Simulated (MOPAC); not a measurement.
Input file for MOPAC: PM3 on PO, 2S+1 = 2, a point of a bond scan (R = 3.404 Å).

```
PM3 1SCF PRECISE CHARGE=0 UHF MS=0.5 THREADS=1
OP

P     -0.00000000 1    -0.00000000 1    -0.51471869 1
O      0.00000000 1     0.00000000 1     2.88885866 1
```

Program output:

```
*******************************************************************************
 **                                                                           **
 **                              MOPAC v23.2.5                                **
 **                                                                           **
 *******************************************************************************
 ** MOPAC's Digital Object Identifier: https://doi.org/10.5281/zenodo.6511958 **
 **                                                                           **
 ** Please cite the open-source release paper for use of this MOPAC version:  **
 ** J. E. Moussa and J. J. P. Stewart (2026)                                  **
 ** MOPAC: An open-source semiempirical molecular orbital program             **
 ** J. Open Source Softw., 11(119), 8025, https://doi.org/10.21105/joss.08025 **
 *******************************************************************************

                              PM3 CALCULATION RESULTS

 *******************************************************************************
 *  PM3        - The PM3 Hamiltonian to be used
 *  UHF        - UNRESTRICTED HARTREE-FOCK CALCULATION
 *
 *
 *
 *                 CHARGE ON SYSTEM = 0
 *
 *
 *
 *  MS=        - IN MECI, MAGNETIC COMPONENT OF SPIN =  0.5
 *  PRECISE    - TIGHTER CRITERIA TO BE USED
 *  1SCF       - DO 1 SCF AND THEN STOP
 *  THREADS=1  - MULTI-THREADING NOT USED
 *  T=         - A TIME OF 172800.0 SECONDS REQUESTED
 *  DUMP=N     - RESTART FILE WRITTEN EVERY 7200.0 SECONDS REQUESTED
 *******************************************************************************
PM3 1SCF PRECISE CHARGE=0 UHF MS=0.5 THREADS=1
 OP

   ATOM   CHEMICAL          X               Y               Z
  NUMBER   SYMBOL      (ANGSTROMS)     (ANGSTROMS)     (ANGSTROMS)

     1       P         -0.00000000  *  -0.00000000  *  -0.51471869  *
     2       O          0.00000000  *   0.00000000  *   2.88885866  *



          CARTESIAN COORDINATES

    NO.       ATOM           X           Y           Z

     1         P         -0.0000     -0.0000     -0.5147
     2         O          0.0000      0.0000      2.8889

  O: (PM3): J. J. P. STEWART, J. COMP. CHEM. 10, 209 (1989).
  P: (PM3): J. J. P. STEWART, J. COMP. CHEM. 10, 209 (1989).

           Empirical Formula: O P  =     2 atoms



      MOLECULAR POINT GROUP   :   C*v


          UHF CALCULATION, NO. OF ALPHA ELECTRONS =    6
                           NO. OF BETA  ELECTRONS =    5

 -------------------------------------------------------------------------------
 PM3 1SCF PRECISE CHARGE=0 UHF MS=0.5 THREADS=1
 OP



     1SCF WAS SPECIFIED, SO BFGS WAS NOT USED
     SCF FIELD WAS ACHIEVED


                              PM3 CALCULATION
                                                       MOPAC v23.2.5 Linux




          FINAL HEAT OF FORMATION =        203.20436 KCAL/MOL =     850.20703 KJ/MOL


          COSMO AREA              =         84.78 SQUARE ANGSTROMS
          COSMO VOLUME            =         62.59 CUBIC ANGSTROMS

          IONIZATION POTENTIAL    =          8.326072 EV
          ALPHA SOMO LUMO (EV)    =         -8.621 -3.333
          BETA  SOMO LUMO (EV)    =         -8.326 -3.052
          NO. OF ALPHA ELECTRONS  =          6
          NO. OF BETA  ELECTRONS  =          5
          MOLECULAR WEIGHT        =         46.9732         POINT GROUP:  C*v

          MOLECULAR DIMENSIONS (Angstroms)

            Atom       Atom       Distance
            O     2    P     1     3.40358
            O     2    P     1     0.00000
            P     1    O     2     0.00000


          SCF CALCULATIONS        =          1





   ATOM   CHEMICAL          X               Y               Z
  NUMBER   SYMBOL      (ANGSTROMS)     (ANGSTROMS)     (ANGSTROMS)

     1       P         -0.00000000  *  -0.00000000  *  -0.51471869  *
     2       O          0.00000000  *   0.00000000  *   2.88885866  *

                             CARTESIAN COORDINATES

   1    P       -0.000000000    -0.000000000    -0.514718690
   2    O        0.000000000     0.000000000     2.888858660


           Empirical Formula: O P  =     2 atoms



      MOLECULAR POINT GROUP   :   C*v


          ALPHA EIGENVALUES
 -29.29438 -20.26564 -12.64779 -12.64587  -9.11658  -8.62063  -3.33324  -2.16840


           BETA EIGENVALUES
 -29.30146 -18.70544 -12.65516 -12.65227  -8.32607  -3.05163  -2.49521  -2.26674


              NET ATOMIC CHARGES AND DIPOLE CONTRIBUTIONS

  ATOM NO.   TYPE          CHARGE      No. of ELECS.   s-Pop       p-Pop
    1          P           0.058865        4.9411     1.99963     2.94150
    2          O          -0.058865        6.0589     1.99997     4.05889
 DIPOLE           X         Y         Z       TOTAL
 POINT-CHG.     0.000     0.000    -0.962     0.962
 HYBRID         0.000    -0.000     0.009     0.009
 SUM            0.000    -0.000    -0.953     0.953


          ATOMIC ORBITAL ELECTRON POPULATIONS

     Atom    s        px        py        pz
    1  P   1.99963   1.00006   0.00016   1.94128
    2  O   1.99997   1.99994   1.99984   0.05912


                    (SZ)    =    0.500000
                    (S**2)  =    0.751225


          ATOMIC ORBITAL SPIN POPULATIONS

    Atom   Total    s     px     py     pz
         Atomic
    1  P  1.0117  0.000  1.000  0.000  0.012
    2  O -0.0117  0.000  0.000 -0.000 -0.012

 **********************
 *                    *
 * JOB ENDED NORMALLY *
 *                    *
 **********************




 == MOPAC DONE ==
```

The run finished.

Cost: very roughly 0.010 core-seconds.
